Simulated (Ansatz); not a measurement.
`[CH3][InH][O][SiH3]` from Hartree–Fock to CCSD(T)

Z-matrix (Å, degrees):
```
C
In 1 2.133
H 1 1.091 2 108.8
H 1 1.092 2 108.8 3 -117.6
H 1 1.089 2 112.1 3 121.6
O 2 2.006 1 110.7 3 49.7
H 2 1.705 1 140.1 3 -130.6
Si 6 1.619 2 137.4 1 -2.4
H 8 1.493 6 111.7 2 89.4
H 8 1.490 6 110.7 2 -150.4
H 8 1.497 6 112.0 2 -30.4
```

Charge 0, multiplicity 1. Correlated methods include outer-core shells of In, which these sets cover unevenly. In: def2 effective core potential. All single points use the PBE0-D4/def2-TZVP geometry. It is one conformer, not always the lowest. Frozen core, restricted reference, the Gaussian-basis code of Ansatz.

| basis | HF (Eh) | MP2 corr. |
| --- | --- | --- |
| def2-SVP | -594.79872 | -0.52609 |
| def2-TZVPP | -595.05734 | -0.83952 |
| def2-QZVPP | -595.07447 | -1.06794 |

Estimate the CCSD correlation energy and the (T) correction in each basis where they were run (hartree).


```tsv
basis	CCSD corr.	(T)
def2-SVP	-0.57588	-0.01507
def2-TZVPP	-0.87192	-0.02958
```
